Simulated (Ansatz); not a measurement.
Total energies of CH6NSbTe, SMILES `N[CH2][SbH][TeH]`.

```json
{"atom": "N1", "x (Å)": "0.145", "y (Å)": "-1.098", "z (Å)": "-1.259"}
{"atom": "C2", "x (Å)": "0.172", "y (Å)": "0.296", "z (Å)": "-0.921"}
{"atom": "Sb3", "x (Å)": "-1.344", "y (Å)": "0.935", "z (Å)": "0.568"}
{"atom": "Te4", "x (Å)": "-0.370", "y (Å)": "-0.726", "z (Å)": "2.549"}
{"atom": "H5", "x (Å)": "0.257", "y (Å)": "-1.677", "z (Å)": "-0.434"}
{"atom": "H6", "x (Å)": "-0.721", "y (Å)": "-1.366", "z (Å)": "-1.709"}
{"atom": "H7", "x (Å)": "0.002", "y (Å)": "0.903", "z (Å)": "-1.812"}
{"atom": "H8", "x (Å)": "1.146", "y (Å)": "0.566", "z (Å)": "-0.513"}
{"atom": "H9", "x (Å)": "-0.467", "y (Å)": "2.308", "z (Å)": "1.098"}
{"atom": "H10", "x (Å)": "1.180", "y (Å)": "-0.142", "z (Å)": "2.434"}
```

The species carries charge 0 and has multiplicity 1. Correlated methods include outer-core shells of Sb, Te, which these sets cover unevenly. Sb, Te takes the def2 core potential. The geometry is a stationary point of PBE0-D4/def2-TZVP. It is one conformer, not always the lowest. Basis def2-TZVPP, the Gaussian-basis code of Ansatz.

RPA on PBE orbitals: Hartree–Fock energy of these orbitals -602.05609 Eh, correlation -1.74121 Eh (frozen core).

```tsv
functional	energy without D4 (Eh)	D4 term (kJ/mol)
PBE	-604.65752	-27.5
revPBE	-604.85607	-70.7
BLYP	-604.64376	-58.4
r2SCAN	-604.93505	-6.4
B3LYP	-604.96885	-45.0
CAM-B3LYP	-604.72392	-24.7
LC-ωPBE	-604.79707	–
ωB97X-V	-604.72558	–
B2PLYP	-604.32020	–
PBE-QIDH	-604.31856	–
```

(1) Give the same for LDA (SPW92), B97M-V, PBE0, r2SCANh, r2SCAN0, HSE06 (plane-wave form), BHLYP, ωB97M-V. (An estimate is asked.)

B3LYP takes the VWN-RPA correlation (the form of Gaussian; ORCA's B3LYP/G). HSE06 is the plane-wave form, built on full-range PBE exchange. The double hybrids freeze the cores in their second-order part.

Answers

(1) The calculation gave: 
| functional | energy without D4 (Eh) | D4 term (kJ/mol) |
| --- | --- | --- |
| LDA (SPW92) | -603.19665 | – |
| B97M-V | -604.76882 | – |
| PBE0 | -604.69603 | -23.6 |
| r2SCANh | -604.90611 | -7.0 |
| r2SCAN0 | -604.86396 | -7.8 |
| HSE06 (plane-wave form) | -604.68718 | -22.4 |
| BHLYP | -604.60248 | -40.3 |
| ωB97M-V | -604.67015 | – |

LC-ωPBE has ω = 0.4 bohr⁻¹.
